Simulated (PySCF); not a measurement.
# Simulated characterisation data

- geometry from GFN2-xTB
- shieldings: GIAO PBE0/pcSseg-1
- run in PySCF 2.14
- rapidly exchanging positions averaged, one computed conformer, relativity neglected, no solvent

Referencing at the same level of theory: TMS for 1H (σ = 31.72 ppm) and 13C (σ = 186.93 ppm). Splittings of carbon signals by F and P are missing where no couplings were computed. Where no couplings were computed, multiplicities follow the n + 1 count of equivalent neighbours, and m marks all less simple cases (inequivalent or close neighbours, rings, F or P nearby). Shifts are as computed. Against solution values, carbons near 30 ppm lie about +3 ppm off and those near 130 ppm about +5 ppm; carbons on Cl a further +6 ppm. Of 1309 compounds with measured shifts, 239 miss one by over three times the rms of a fit or turn the order of signals round; such compounds aren't used in these exercises. Carbons bonded to Cl come out too deshielded.

**1.** `InChI=1S/C5H13ClOSi2/c1-2-7-4-3-5(6)9-8/h3H,2,4,9H2,1,8H3/b5-3-`. 1H NMR (400 MHz, computed): δ 6.59 (t, 1H), 4.36 (q, 2H), 4.25 (d, 2H), 3.60 (q, 2H), 3.54 (t, 3H), 1.39 (t, 3H). 13C{1H} NMR (computed): δ 144.7 (C), 144.7 (CH), 74.6 (CH2), 70.4 (CH2), 18.6 (CH3).

**2.** SMILES C(C#C)#CC(=C)C(=C)F, C8H5F. 1H NMR (400 MHz, computed): δ 6.46 (m, 1H), 6.26 (m, 1H), 5.45 (m, 1H), 5.30 (m, 1H), 1.94 (s, 1H). 13C{1H} NMR (computed): δ 172.0 (C), 136.2 (CH2), 128.6 (C), 102.8 (CH2), 87.5 (C), 81.6 (CH), 74.2 (C), 73.1 (C).
